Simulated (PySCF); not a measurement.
NICS in rings of unrelated molecules.

Probes without a nucleus sit at each ring's centroid and 1 Å off its mean plane on both sides; NICS is minus the shielding there, NICSzz its component along the normal. Level: GIAO PBE0/pcSseg-1 (PySCF, non-relativistic, gas phase) on the GFN2-xTB geometries, one conformer each. Atom numbers follow the mapped SMILES.

Question: Order these rings by mean NICS(1)zz, lowest (most negative) first (ppm).
A. ring C3–S4–C5–C6–C7 in `[CH2:1]=[CH:2][c:3]1[s:4][cH:5][cH:6][c:7]1[CH2:8][CH3:9]`
B. ring C4–C5–C6–C7–C8–C9 in `[CH3:1][C:2](=[S:3])[C:4]1=[CH:5][CH:6]=[CH:7][CH2:8][CH2:9]1`
C. ring C4–C5–Si6–C7–C8 in `[CH3:1][CH:2]([CH3:3])[C:4]1=[CH:5][SiH2:6][CH:7]=[CH:8]1`
D. ring C2–N3–C4–C6–C8–C10 in `[F:1][c:2]1[n:3][c:4]([F:5])[c:6]([F:7])[c:8]([F:9])[c:10]1[F:11]`
E. ring C4–C5–C6–C7–O8 in `[OH:1][CH2:2][PH:3][c:4]1[cH:5][cH:6][cH:7][o:8]1`
F. ring C3–C4–C6–C7–C8–C9 in `[CH:1]#[C:2][c:3]1[c:4]([S-:5])[cH:6][cH:7][cH:8][c:9]1[CH2:10][CH3:11]` (charge -1)
G. ring C3–C4–C5–C6–C7–P8 in `[CH:1]#[C:2][c:3]1[cH:4][cH:5][cH:6][cH:7][p:8]1`

Answer: E (-27.1), G (-25.1), D (-23.7), A (-21.5), F (-14.6), C (1.2), B (3.4).

```csv
SMILES,ring,NICS(0),NICS(1),NICS(1)zz,HOMA,rms pucker (Å),ring atoms with four or more neighbours
OCPc1ccco1,5-membered ring with O; formal bonds all aromatic,-11.5,-10.4,-27.1,0.50,0.00,0
C#Cc1ccccp1,6-membered ring with P; formal bonds all aromatic,-7.2,-10.2,-25.1,0.91,0.00,0
Fc1nc(F)c(F)c(F)c1F,6-membered ring with N; formal bonds all aromatic,-15.0,-11.2,-23.7,0.97,0.00,0
C=Cc1sccc1CC,5-membered ring with S; formal bonds all aromatic,-10.4,-9.9,-21.5,0.81,0.00,0
C#Cc1c([S-])cccc1CC,6-membered carbocycle; formal bonds all aromatic,-4.0,-7.1,-14.6,0.91,0.00,0
CC(C)C1=C[SiH2]C=C1,"5-membered ring with Si; formal bonds 2 double, 3 single",1.0,-1.9,1.2,–,0.00,1
CC(=S)C1=CC=CCC1,"6-membered carbocycle; formal bonds 2 double, 4 single",2.0,-1.5,3.4,–,0.17,2
```

NICS(0) gives another order. The isotropic NICS(1) gives another order. Over the 5 rings with a HOMA value its correlation coefficient with NICS(1)zz is 0.49. HOMA uses Krygowski's 1993 parameters; it is left out where a ring has a four-coordinate atom, a triple bond, no multiple bond or a kind of bond without parameters. NICS(1) and NICS(1)zz are means over the two faces.
